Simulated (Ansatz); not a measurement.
C4H12Ge, charge -1, doublet, at a GFN2-xTB geometry (a state made from the parent by changing its charge; the spin is typed, not shown lowest) (a gas-phase anion, which may not be bound at this level); B3LYP/def2-SV(P) (Ansatz, a program for electronic structure).

Here is a job for Ansatz.
Ansatz 0.2 input:
```yaml
crystal:
  periodic: [false, false, false]
  atoms:
    - {symbol: C, position_ang: [-0.18628611, -1.92257854, -1.31585367]}
    - {symbol: Ge, position_ang: [-0.04310753, 0.11793310, -0.29813758]}
    - {symbol: C, position_ang: [0.04327048, 2.31383916, 0.32673790]}
    - {symbol: C, position_ang: [-1.37936622, -0.38228772, 1.16976313]}
    - {symbol: C, position_ang: [1.65483068, -0.37132498, 0.73538698]}
    - {symbol: H, position_ang: [-1.14334550, -2.03132044, -1.82015718]}
    - {symbol: H, position_ang: [-0.09247176, -2.70019536, -0.56464315]}
    - {symbol: H, position_ang: [0.60895256, -2.03958462, -2.04793934]}
    - {symbol: H, position_ang: [0.21284443, 2.37088112, 1.39715706]}
    - {symbol: H, position_ang: [-0.89216839, 2.81440344, 0.08917968]}
    - {symbol: H, position_ang: [0.85304361, 2.82552521, -0.18761060]}
    - {symbol: H, position_ang: [-2.41225755, -0.24277892, 0.84957366]}
    - {symbol: H, position_ang: [-1.26937828, -1.42571518, 1.45829435]}
    - {symbol: H, position_ang: [-1.23161890, 0.22796698, 2.05844812]}
    - {symbol: H, position_ang: [1.67131249, -1.43087593, 0.98253315]}
    - {symbol: H, position_ang: [2.55884440, -0.15825181, 0.16424119]}
    - {symbol: H, position_ang: [1.72099073, 0.19019873, 1.66511944]}
basis:
  gaussian:
    orbitals: def2-SV_P_.json
hamiltonian:
  xc: b3lyp
total_charge: -1
magnetization: {spin_polarized: true, initial_magnetization: 1}
```
The basis file holds def2-SV(P) in the JSON format of the Basis Set Exchange.

What the program printed (banner, timings and long lists left out):

```
Functional definition: B3LYP
1276 factors; integrals over basis functions are off by at most 4.7e-4 eV
mean field evaluation 1: about -60837.5828 eV, gradient 5.2e1 eV
mean field evaluation 2: about -60826.3838 eV, gradient 6.7e1 eV
mean field evaluation 4: about -60850.9036 eV, gradient 1.8e0 eV
mean field evaluation 8: about -60851.1320 eV, gradient 1.4e-1 eV
mean field evaluation 16: about -60851.1322 eV, gradient 7.5e-4 eV
mean field -60851.13222797 eV, -2236.2378629991 hartree, gradient 2.6e-5 eV, S^2 0.756190; 0 other end points of the search recorded, 0 dependent functions left out
reference -60851.13248980 eV, -2236.2378726210 hartree; 35, 34 occupied and 77, 78 virtual orbitals, 1276 factors
Total energy: -60851.13248980 eV, -2236.2378726210 hartree
```
